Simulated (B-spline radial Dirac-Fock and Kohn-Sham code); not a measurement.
ΔSCF core binding energies without Breit or QED terms, calculated with a radial finite-basis atomic code.

A sound run for neutral lead, [Xe] 4f14 5d10 6s2 6p2: The ground state converged in 10 iterations, with total energy -20913.70281 Ha, virial ratio 1.86031 and highest orbital energy -5.98 eV. ΔSCF binding energies: K (1s) 88500.3 eV, L3 (2p3/2) 13080.8 eV, M5 (3d5/2) 2494.8 eV.

A second run, with one unsound setting: The ground state converged in 9 iterations, with total energy -20893.56771 Ha, virial ratio 1.85671 and highest orbital energy 134.88 eV. ΔSCF binding energies: K (1s) 88421.2 eV, L3 (2p3/2) 13004.5 eV, M5 (3d5/2) 2421.8 eV.

```
iter   energy (Ha)        error
   1   -20889.98217983  2.22e+00
   2   -20892.00988197  3.43e-01
   3   -20893.55590489  3.45e-02
   4   -20893.56679625  1.51e-02
   5   -20893.56764697  1.98e-03
   6   -20893.56768919  1.31e-03
   7   -20893.56770790  6.08e-05
   8   -20893.56770794  1.91e-05
   9   -20893.56770794  4.43e-07
```

Task: Which fault fits the second run best?
A. unbound anion
B. functional not served
C. box too small
D. speed of light below Z

Result: C. The input had rmax = 2.0: rmax squeezes the outer orbitals.
